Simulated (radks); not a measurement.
The gadolinium ion Gd2+ inside a hard spherical wall (all orbitals vanish at R), configuration held at [Xe] 4f7 5d1 and not refilled when levels cross. Method: scalar-relativistic Kohn-Sham, PBE, spin-unpolarised, spherical densities, finite nucleus; Fermi nuclear charge, rms radius 5.1569 fm; computed with a radial shooting solver on a logarithmic mesh with Libxc functionals. Eigenvalues in eV, with the zero of energy where the potential of the charges vanishes at infinity; a dash marks a level that is unbound or too diffuse for the functional's potential to be trusted. A positive occupied level is held by the wall or, in an anion where self-interaction has pushed it up, behind a barrier. The pressure on the wall is -dE/dV.

| R (bohr) | E (hartree) | kinetic (hartree) | e(5s) | e(5p) | e(4f) | e(5d) | e(6s, empty) | e(6p, empty) | pressure (GPa) |
|---|---|---|---|---|---|---|---|---|---|
| free | -11269.5695 | 12099.393 | -63.507 | -40.984 | -22.466 | -15.178 | -15.030 | -10.730 | 0 |
| 15 | -11269.5695 | 12099.393 | -63.507 | -40.984 | -22.466 | -15.178 | -15.030 | -10.730 | < 0.0001 |
| 12 | -11269.5695 | 12099.393 | -63.507 | -40.984 | -22.466 | -15.178 | -15.030 | -10.729 | < 0.0001 |
| 8 | -11269.5693 | 12099.395 | -63.494 | -40.972 | -22.453 | -15.164 | -14.989 | -10.534 | 0.0101 |
| 6 | -11269.5655 | 12099.424 | -63.339 | -40.826 | -22.293 | -14.951 | -14.347 | -8.997 | 0.401 |
| 3.5 | -11269.3013 | 12101.041 | -60.301 | -37.762 | -18.713 | -9.201 | 2.065 | 14.949 | 105 |
| 2 | -11259.9880 | 12142.434 | -22.251 | 7.767 | 19.948 | 55.355 | 161.20 | 195.90 | 15300 |
